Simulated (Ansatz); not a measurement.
Reaction (redistribution): `[OH][GeH]([F])[GeH3]` + `C[Te]C` → `C[Te][GeH3]` + `[CH3][GeH]([OH])[F]`

Calculated with Ansatz (gas phase, PBE0-D4/def2-TZVP geometries, no zero-point term in ΔE). CCSD(T)/CBS is the MP2 limit (def2-TZVPP, def2-QZVPP) plus CCSD(T) − MP2 in def2-TZVPP, frozen cores. DFT in def2-TZVPP. B3LYP here is the variant with VWN-RPA as its local correlation; programs differ in this. HSE06 is defined as in plane-wave codes. def2 core potentials past Kr. For Ge, Te outer-core shells are correlated without core-valence functions, which leaves a few kJ/mol of doubt a bond. Scalar relativity is left out up to krypton. Each species was taken in one conformer, which may not be the lowest.

`[OH][GeH]([F])[GeH3]`:

Z-matrix (Å, degrees):
```
Ge
F 1 1.748
Ge 1 2.419 2 108.4
O 1 1.769 2 106.6 3 114.6
H 1 1.543 2 103.8 3 -128.6
H 3 1.534 1 109.1 2 -179.5
H 3 1.532 1 108.9 2 60.2
H 3 1.534 1 108.9 2 -60.0
H 4 0.961 1 113.4 2 66.2
```

`C[Te]C`:

Cartesian coordinates in Å:
```
C 1.252 -0.326 -0.885
Te -0.859 -0.637 -0.967
C -1.242 0.334 0.897
H 1.469 0.740 -0.862
H 1.679 -0.765 -1.787
H 1.665 -0.823 -0.009
H -0.921 1.373 0.845
H -2.317 0.294 1.069
H -0.726 -0.189 1.699
```

`C[Te][GeH3]`:

Cartesian coordinates in Å:
```
C 1.731 -0.184 0.127
Te 0.401 1.405 0.696
Ge -1.687 0.194 -0.116
H 1.476 -1.091 0.670
H 2.735 0.138 0.399
H 1.675 -0.345 -0.947
H -2.884 1.114 0.163
H -1.861 -1.137 0.634
H -1.586 -0.095 -1.624
```

`[CH3][GeH]([OH])[F]`:

Z-matrix (Å, degrees):
```
C
Ge 1 1.923
H 1 1.090 2 108.9
H 1 1.091 2 110.1 3 -119.5
H 1 1.090 2 110.2 3 119.9
O 2 1.766 1 107.0 3 53.9
F 2 1.745 1 108.4 3 -60.9
H 2 1.538 1 118.4 3 -179.5
H 6 0.960 2 113.6 1 -179.3
```

| level | ΔE (kJ/mol) | difference from CCSD(T)/CBS |
| --- | --- | --- |
| LDA (SPW92) | -70.5 | 4.5 |
| PBE-D4 | -67.4 | 7.6 |
| revPBE-D4 | -66.3 | 8.7 |
| BLYP-D4 | -64.2 | 10.8 |
| r2SCAN-D4 | -75.1 | -0.1 |
| B97M-V | -71.7 | 3.3 |
| PBE0-D4 | -74.5 | 0.5 |
| B3LYP-D4 | -70.4 | 4.6 |
| r2SCAN0-D4 | -79.8 | -4.8 |
| HSE06-D4 | -74.7 | 0.3 |
| BHLYP-D4 | -78.2 | -3.2 |
| CAM-B3LYP-D4 | -72.5 | 2.5 |
| ωB97X-V | -74.0 | 1.0 |
| ωB97M-V | -74.4 | 0.6 |
| B2PLYP | -73.6 | 1.4 |
| PBE-QIDH | -80.3 | -5.3 |
| PBE | -66.8 | 8.2 |
| revPBE | -65.8 | 9.2 |
| BLYP | -63.2 | 11.8 |
| r2SCAN | -74.9 | 0.1 |
| PBE0 | -73.9 | 1.1 |
| B3LYP | -69.5 | 5.5 |
| r2SCANh | -76.9 | -1.9 |
| HSE06 | -74.2 | 0.8 |
| CAM-B3LYP | -71.9 | 3.1 |
| LC-ωPBE | -75.5 | -0.5 |
| RPA@PBE/def2-TZVPP | -69.6 | 5.4 |
| HF/def2-SVP | -91.5 | -16.5 |
| MP2/def2-SVP | -89.6 | -14.6 |
| CCSD/def2-SVP | -85.2 | -10.2 |
| CCSD(T)/def2-SVP | -84.0 | -9.0 |
| MP2/def2-TZVPP | -80.7 | -5.7 |
| CCSD/def2-TZVPP | -75.7 | -0.7 |
| CCSD(T)/def2-TZVPP | -74.7 | 0.3 |
| HF/def2-QZVPP | -83.7 | -8.7 |
| MP2/def2-QZVPP | -80.3 | -5.3 |
| SCS-MP2/def2-QZVPP | -77.4 | -2.4 |
| HF/CBS(def2) | -83.5 | -8.5 |
| MP2/CBS(def2) | -80.9 | -5.9 |
| CCSD/CBS(def2) | -76.0 | -1.0 |
| CCSD(T)/CBS | -75.0 | 0 |

Largest T1 diagnostic among the species: 0.012.

From r2SCAN to r2SCAN0 (25 % exact exchange), in def2-TZVPP and without D4, ΔE moves by −4.7 kJ/mol. Leaving LDA and LC-ωPBE aside and taking each functional with its dispersion term where it has one, the values spread over 16.1 kJ/mol, from PBE-QIDH to BLYP-D4. LDA lies −3.7 kJ/mol from PBE without D4. At CCSD(T), def2-SVP lies −9.0 kJ/mol from the extrapolated value and def2-TZVPP +0.3 kJ/mol.
